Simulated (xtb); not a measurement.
silylarsine (AsH5Si), SMILES [SiH3][AsH2]. All values are semi-empirical tight-binding results from xtb (GFN2-xTB unless named), good for trends rather than for accurate numbers. Geometry optimised at GFN2-xTB.

Q: Estimate the properties. (An estimate is asked for; the answer gives what the named calculation found.)

A: 
```json
{
  "point_group_as_xtb_finds_it": "Cs",
  "orbital_gap": "4.86 eV",
  "zero_point_energy": "23.6 kcal/mol",
  "G − E(el) at 298.15 K (modified RRHO)": "6.2 kcal/mol",
  "static polarisability (D4 model)": "63.5 bohr³",
  "solvation energy, GFN2-xTB/ALPB(water)": "-0.4 kcal/mol",
  "solvation energy, GFN2-xTB/ALPB(methanol)": "-2.4 kcal/mol"
}
```
